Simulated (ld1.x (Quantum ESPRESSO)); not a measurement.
# What one change does to a pseudopotential (osmium (Os), ultrasoft)

ld1.x (Quantum ESPRESSO) 7.5 input, shortened:

```
&input
   title='Os', zed=76., rel=1, dft='PBE', iswitch=3,
   config='[Xe] 4f14 5d6 6s1 6p0'
 /
 &inputp
   pseudotype=3, tm=.true., lloc=-1, rcloc=1.80,
   nlcc=.true., rcore=1.20
 /
6
6S  1  0   1.00   0.00  2.05  2.25  0.0
6S  1  0   0.00   1.30  2.05  2.25  0.0
6P  2  1   0.00   0.00  2.45  3.10  0.0
6P  2  1   0.00   2.50  2.45  3.10  0.0
5D  3  2   6.00   0.00  1.30  1.80  0.0
5D  3  2   0.00   1.50  1.30  1.80  0.0
 &test
   configts(1)='5d6 6s1 6p0'
 /
```

Change: core correction a·sin(br)/r model core inside 1.94 bohr.

Cutoffs: the cutoffs (Ry, on a coarse ladder) from which the occupation-weighted sum of valence levels, in a spherical-Bessel basis at the reference potential, stays within 10 and 1 mRy of its value at 400 Ry; they do not see the model core or the augmentation charge, which bear on the density cutoff. Errors are all-electron minus pseudo energies relative to the spin-unpolarised reference configuration.

What does the change do?

The potential gets neither clearly harder nor softer (30 Ry and 50 Ry → 30 Ry and 50 Ry); both files keep a bound ghost (s); of the 7 tests that both files solve, the error grows in 1 and shrinks in 4 by more than 15 % and 0.3 meV (median size 3.7 → 3.3 meV). A wider model core is smoother and lowers the density cutoff, which this test does not measure.

| quantity | base | changed |
| --- | --- | --- |
| cutoff, loose | 30 Ry | 30 Ry |
| cutoff, tight | 50 Ry | 50 Ry |
| bound ghosts | s | s |
| error for 5d6 6s2 6p0, meV [ΔE -9.58 eV] | -3.7 | -1.2 |
| error for 5d6 6s0 6p0, meV [ΔE 16.91 eV] | -17 | -13 |
| error for 5d5 6s0 6p0, meV [ΔE 45.76 eV] | -97 | -91 |
| error for 5d6 6s1.5 6p0, meV [ΔE -5.66 eV] | 0.0 | +0.7 |
| error for 5d5 6s2 6p1, meV [ΔE -3.47 eV] | -99 | -76 |
| error for 5d6 6s1 6p1, meV [ΔE -4.52 eV] | -0.9 | -0.6 |
| error for 5d6.5 6s1.5 6p0, meV [ΔE -9.52 eV] | -3.3 | -3.3 |
| s: phases at 3.36 bohr within 0.05 rad from the reference energy up to (Ry; the scan ends near 5) | to the end of the scan | to the end of the scan |
| p: phases at 3.36 bohr within 0.05 rad from the reference energy up to (Ry; the scan ends near 5) | 1.4 | 1.4 |
| d: phases at 3.36 bohr within 0.05 rad from the reference energy up to (Ry; the scan ends near 5) | to the end of the scan | to the end of the scan |
| lowest overlap eigenvalue by channel | s 0.24, p 0.71, d 0.64 | s 0.24, p 0.71, d 0.64 |

 A true bound ghost makes a file unfit for plane-wave use even where its test errors are small: the radial tests pick states by their node count and pass the ghost by.
